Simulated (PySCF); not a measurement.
PySCF input (M06-2X/def2-TZVPD):

```python
from pyscf import gto, scf, dft

mol = gto.M(
    atom='''
    C    -2.40009186    0.05728622   -0.06659164
    C    -0.95260980    0.43390224   -0.06128444
    C     0.02922467   -0.44731718    0.03867013
    Cl    1.71324227   -0.00833146    0.04477456
    H    -2.88467872    0.38879317   -0.98896872
    H    -2.92968969    0.53712876    0.76092152
    H    -2.53611798   -1.02106386    0.02131960
    H    -0.70748350    1.48728067   -0.14427258
    H    -0.12628686   -1.51373158    0.12506840
    ''',
    basis='def2-tzvpd',
    charge=0,
    spin=0,
    verbose=4,
)

mf = dft.RKS(mol, xc='m062x').density_fit(auxbasis='def2-universal-jkfit')
mf.grids.level = 4
mf.conv_tol = 1e-9
mf.max_cycle = 100
mf.max_memory = 1500
mf.kernel()
if not mf.converged:
    mf = mf.newton()
    mf.kernel(mf.make_rdm1())
mf.analyze()
```

End of the output:

```
Extra cycle  E= -577.489761696051  delta_E= -6.14e-12  |g|= 8.02e-06  |ddm|= 2.94e-05
converged SCF energy = -577.489761696051
**** SCF Summaries ****
Total Energy =                        -577.489761696051119
Nuclear Repulsion Energy =             141.677358288940184
One-electron Energy =                -1073.290617144781436
Two-electron Energy =                  354.123497159790077
Two-electron Coulomb Energy =          400.449374001896615
DFT Exchange-Correlation Energy =      -46.325876842106567
HOMO-LUMO gap [eV] =                     8.882007357856608
**** MO energy ****
MO #1   energy= -102.642316042186  occ= 2
MO #2   energy= -10.5936700480625  occ= 2
MO #3   energy= -10.5556737035734  occ= 2
MO #4   energy= -10.5448000652478  occ= 2
MO #5   energy= -9.80472660942675  occ= 2
MO #6   energy= -7.52670717711453  occ= 2
MO #7   energy= -7.5217336331292   occ= 2
MO #8   energy= -7.5215483607569   occ= 2
MO #9   energy= -0.969598961970938 occ= 2
MO #10  energy= -0.883349700073406 occ= 2
MO #11  energy= -0.771287964505703 occ= 2
MO #12  energy= -0.652641689448004 occ= 2
MO #13  energy= -0.540311311252947 occ= 2
MO #14  energy= -0.52490936166108  occ= 2
MO #15  energy= -0.494993375197712 occ= 2
MO #16  energy= -0.451231487554843 occ= 2
MO #17  energy= -0.43164598859908  occ= 2
MO #18  energy= -0.425536063466722 occ= 2
MO #19  energy= -0.373687536238066 occ= 2
MO #20  energy= -0.308234887967277 occ= 2
MO #21  energy= 0.0181728647039191 occ= 0
MO #22  energy= 0.0272615262975823 occ= 0
MO #23  energy= 0.0305882239439985 occ= 0
MO #24  energy= 0.0335944612197519 occ= 0
MO #25  energy= 0.0524788779414758 occ= 0
MO #26  energy= 0.0525762980779134 occ= 0
MO #27  energy= 0.071201893189581  occ= 0
MO #28  energy= 0.0932762631180234 occ= 0
MO #29  energy= 0.0973003168274614 occ= 0
MO #30  energy= 0.103331168932304  occ= 0
MO #31  energy= 0.122136989166397  occ= 0
MO #32  energy= 0.132641666503639  occ= 0
MO #33  energy= 0.137628931618578  occ= 0
MO #34  energy= 0.156694264779929  occ= 0
MO #35  energy= 0.183427540307977  occ= 0
MO #36  energy= 0.192779123008676  occ= 0
MO #37  energy= 0.19557648305797   occ= 0
MO #38  energy= 0.196155241345812  occ= 0
MO #39  energy= 0.208855664552952  occ= 0
MO #40  energy= 0.230860764494924  occ= 0
MO #41  energy= 0.239717126543592  occ= 0
MO #42  energy= 0.246114587299352  occ= 0
MO #43  energy= 0.248790210886307  occ= 0
MO #44  energy= 0.255778896411288  occ= 0
MO #45  energy= 0.266696668747364  occ= 0
MO #46  energy= 0.268611891062514  occ= 0
MO #47  energy= 0.279611529575462  occ= 0
MO #48  energy= 0.281031281436189  occ= 0
MO #49  energy= 0.296109120098861  occ= 0
MO #50  energy= 0.296462928235085  occ= 0
MO #51  energy= 0.315308521496215  occ= 0
MO #52  energy= 0.321136941261337  occ= 0
MO #53  energy= 0.323047619847066  occ= 0
MO #54  energy= 0.335623769849437  occ= 0
MO #55  energy= 0.339792202721066  occ= 0
MO #56  energy= 0.350499284598575  occ= 0
MO #57  energy= 0.360146822352684  occ= 0
MO #58  energy= 0.364990453687168  occ= 0
MO #59  energy= 0.374412527705217  occ= 0
MO #60  energy= 0.388343916548396  occ= 0
MO #61  energy= 0.399274535915475  occ= 0
MO #62  energy= 0.405549562599953  occ= 0
MO #63  energy= 0.423509045125808  occ= 0
MO #64  energy= 0.432780879163348  occ= 0
MO #65  energy= 0.43417704081191   occ= 0
MO #66  energy= 0.448956998154982  occ= 0
MO #67  energy= 0.456559639508742  occ= 0
MO #68  energy= 0.469767540943373  occ= 0
MO #69  energy= 0.483111520256894  occ= 0
MO #70  energy= 0.498831935772748  occ= 0
MO #71  energy= 0.504273862408815  occ= 0
MO #72  energy= 0.521739215416478  occ= 0
MO #73  energy= 0.531899027997813  occ= 0
MO #74  energy= 0.576830848320276  occ= 0
MO #75  energy= 0.589521237319629  occ= 0
MO #76  energy= 0.611171522514311  occ= 0
MO #77  energy= 0.641141021695695  occ= 0
MO #78  energy= 0.647077094622641  occ= 0
MO #79  energy= 0.661004780871379  occ= 0
MO #80  energy= 0.661671780733272  occ= 0
MO #81  energy= 0.672964108333932  occ= 0
MO #82  energy= 0.685038852948422  occ= 0
MO #83  energy= 0.693558444581254  occ= 0
MO #84  energy= 0.708457201572177  occ= 0
MO #85  energy= 0.715172869387089  occ= 0
MO #86  energy= 0.734364019778081  occ= 0
MO #87  energy= 0.738177383909523  occ= 0
MO #88  energy= 0.740954505091038  occ= 0
MO #89  energy= 0.769154210956266  occ= 0
MO #90  energy= 0.772102636535357  occ= 0
MO #91  energy= 0.79146737306354   occ= 0
MO #92  energy= 0.795653791756942  occ= 0
MO #93  energy= 0.819319935400899  occ= 0
MO #94  energy= 0.842786282450712  occ= 0
MO #95  energy= 0.882723798317995  occ= 0
MO #96  energy= 0.887328174097873  occ= 0
MO #97  energy= 0.903818119188647  occ= 0
MO #98  energy= 0.90853071880256   occ= 0
MO #99  energy= 1.00809226615479   occ= 0
MO #100 energy= 1.02102409188762   occ= 0
MO #101 energy= 1.08611629214606   occ= 0
MO #102 energy= 1.12502190644356   occ= 0
MO #103 energy= 1.15174467251312   occ= 0
MO #104 energy= 1.17644472654885   occ= 0
MO #105 energy= 1.23366079212522   occ= 0
MO #106 energy= 1.28197286303144   occ= 0
MO #107 energy= 1.28966636089955   occ= 0
[...]
```
